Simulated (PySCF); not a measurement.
Compound: C₈H₁₂.
SMILES: `C(CC)(=C=CC)C=C`

Vertical excitations from PySCF (density fitting, frozen core in the response, grid level 2 and gas phase unless stated; continuum runs use non-equilibrium linear response for the excitations) on a GFN2-xTB geometry. Reference run:

```tsv
settings	S1, eV (f)	S2, eV (f)	S3, eV (f)	S4, eV (f)	S5, eV (f)	S6, eV (f)	T1, eV (Tamm–Dancoff)	mean α (au)
PBE0/def2-SVPD, full TDDFT, 6 singlets	5.17 (0.001)	5.59 (0.676)	5.63 (0.006)	6.24 (0.021)	6.61 (0.010)	6.92 (0.021)	3.29	106.4
```

Q: What do these settings give: (1) PBE0/def2-SVPD, TDA, 3 singlets; (2) wB97X/def2-SVPD, TDA, 12 singlets?

A: 
```
                         settings    S1, eV (f)    S2, eV (f)    S3, eV (f)    S4, eV (f)    S5, eV (f)    S6, eV (f)  T1, eV (Tamm–Dancoff)  mean α (au)
  PBE0/def2-SVPD, TDA, 3 singlets  5.18 (0.001)  5.64 (0.000)  5.91 (0.833)             –             –             –                   3.29        106.4
wB97X/def2-SVPD, TDA, 12 singlets  5.67 (0.001)  6.06 (0.001)  6.21 (1.099)  6.91 (0.008)  7.52 (0.028)  7.61 (0.031)                      –        105.1
```

(1) S1 moves by +0.01 eV; the lowest Tamm–Dancoff root can't lie below the lowest full-response root of a stable reference. (2) S1 moves by +0.50 eV; functional and response scheme change together, so the shift can't be laid on one. States are counted by energy in each run and needn't keep their character from row to row.

Q: Give the leading configurations of S1 (H = HOMO, L = LUMO) and the HOMO–LUMO gap of each run.

A: 
```json
{"settings": "PBE0/def2-SVPD, full TDDFT, 6 singlets", "S1 configurations (weight)": "H−1→L 0.93", "S1 (eV)": "5.17", "orbital gap (eV)": "5.88", "S1 − gap (eV)": "-0.71"}
{"settings": "PBE0/def2-SVPD, TDA, 3 singlets", "S1 configurations (weight)": "H−1→L 0.92", "S1 (eV)": "5.18", "orbital gap (eV)": "5.88", "S1 − gap (eV)": "-0.70"}
{"settings": "wB97X/def2-SVPD, TDA, 12 singlets", "S1 configurations (weight)": "H−1→L 0.80", "S1 (eV)": "5.67", "orbital gap (eV)": "10.14", "S1 − gap (eV)": "-4.47"}
```

Conformer computed: `[CH2:1]=[CH:2][C:3](=[C:4]=[CH:5][CH3:6])[CH2:7][CH3:8]`: C1–C2–C3–C4 178°, C2–C3–C7–C8 -80°.

One conformer stands for the species.
